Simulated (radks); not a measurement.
Values are calculated unless marked as measured or tabulated.
Ionisation ladder of argon, from Ar to Ar17+. Each ion is in the ground configuration listed by NIST, and IE = E(next ion) - E(this ion), with E = 0 for the bare nucleus. Level of theory: scalar-relativistic Kohn-Sham, PBE, spin-polarised, spherical densities, finite nucleus; open shells are filled with parallel spins first; Fermi nuclear charge, rms radius 3.4274 fm (a radial shooting solver on a logarithmic mesh with Libxc functionals).

| species | configuration | IE, Delta-SCF (eV) | <r> HOMO (bohr) |
|---|---|---|---|
| Ar | [Ar] | 15.795 | 1.66 |
| Ar+ | [Ne] 3s2 3p5 | ? | 1.56 |
| Ar2+ | [Ne] 3s2 3p4 | 40.494 | 1.48 |
| Ar3+ | [Ne] 3s2 3p3 | 59.206 | 1.39 |
| Ar4+ | [Ne] 3s2 3p2 | 74.880 | 1.33 |
| Ar5+ | [Ne] 3s2 3p1 | 91.038 | 1.28 |
| Ar6+ | [Ne] 3s2 | 124.32 | 1.19 |
| Ar7+ | [Ne] 3s1 | 144.43 | 1.15 |
| Ar8+ | [Ne] | 423.32 | 0.370 |
| Ar9+ | [He] 2s2 2p5 | ? | 0.359 |
| Ar10+ | [He] 2s2 2p4 | 538.67 | 0.350 |
| Ar11+ | [He] 2s2 2p3 | 621.26 | 0.336 |
| Ar12+ | [He] 2s2 2p2 | 687.31 | 0.327 |
| Ar13+ | [He] 2s2 2p1 | ? | 0.320 |
| Ar14+ | [He] 2s2 | 852.79 | 0.362 |
| Ar15+ | [He] 2s1 | 920.12 | 0.356 |
| Ar16+ | [He] | ? | 0.0848 |
| Ar17+ | 1s1 | 4424.5 | 0.0830 |

Estimate the withheld Delta-SCF values.

Answer. Ar+: 27.689 eV (NIST 27.630); Ar9+: 480.47 eV (NIST 479.8); Ar13+: 754.05 eV (NIST 755.1); Ar16+: 4120.8 eV (NIST 4120.7).
